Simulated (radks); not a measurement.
Q: Cu15+, 14 electrons, occupied as [Ne] 3s2 3p2 (the NIST ground configuration). Method: Dirac Kohn-Sham, PBEsol, spin-unpolarised, spherical densities, point nucleus; open shells fill j = l - 1/2 first; computed with a radial shooting solver on a logarithmic mesh with Libxc functionals.

Spin-orbit splittings of the eigenvalues, e(l+1/2) - e(l-1/2), with zeta = 2 splitting/(2l+1) and mean radii in bohr:

| shell | occ. | splitting (eV) | zeta (eV) | <r> j=l-1/2 | <r> j=l+1/2 |
|---|---|---|---|---|---|
| 2p | 6 | 20.84 | 13.90 | 0.2019 | 0.2051 |
| 3p | 2 | 4.245 | 2.830 | 0.5930 | 0.5982 |
| 3d | 0 | ? | ? | 0.5490 | 0.5504 |
| 4p | 0 | 1.492 | 0.9949 | 1.193 | 1.200 |

Estimate the 3d splitting.

A: 0.7921 eV (zeta = 0.3168 eV).
